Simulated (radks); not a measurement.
Problem. Excited configurations of F III: one electron is placed in a higher orbital outside [He] 2s2 2p2. The ground configuration is [He] 2s2 2p3. Calculated with a radial shooting solver on a logarithmic mesh with Libxc functionals: Dirac Kohn-Sham, BLYP, spin-unpolarised, spherical densities, point nucleus; open shells fill j = l - 1/2 first. Excitation = E - E(ground); binding = E(ion) - E, where the ion is the core of charge +3; n* = 3/sqrt(2 binding) in atomic units, and the quantum defect is n - n*.

outer orbital  excitation (eV)  binding (eV)     n*  quantum defect  eigenvalue (eV)  <r> (bohr)
4s1/2                   49.040        11.608  3.248           0.752           -9.818       5.396
4p1/2                   50.423        10.226  3.460           0.540           -8.560       5.818
4d3/2                   52.096         8.553  3.784           0.216           -7.006       6.294
4f5/2                   53.025         7.624  4.008          -0.008           -6.056       5.951
5s1/2                   53.648         7.000  4.182           0.818           -5.974       8.961
5d3/2                   55.080         5.569  4.689           0.311           -4.674       10.29
7f5/2                   57.855         2.794  6.621           0.379           -2.369       20.78

Estimate the row for 6p1/2.

Solution. excitation (eV) 56.287; binding (eV) 4.362; n* 5.299; quantum defect 0.701; eigenvalue (eV) -3.735; <r> (bohr) 14.18. The Delta-SCF ionisation energy is 60.649 eV (NIST Atomic Spectra Database: 62.708 eV, semi-empirical). Self-interaction in the functional shifts the binding energies and quantum defects, so they are the method's values and not measured ones. Spin polarisation and multiplet splitting are left out, so open shells lie too high by an amount that depends on their filling.

Beside tabulated values, note that spin-unpolarised runs miss the spin-polarisation part of the exchange energy of open shells.
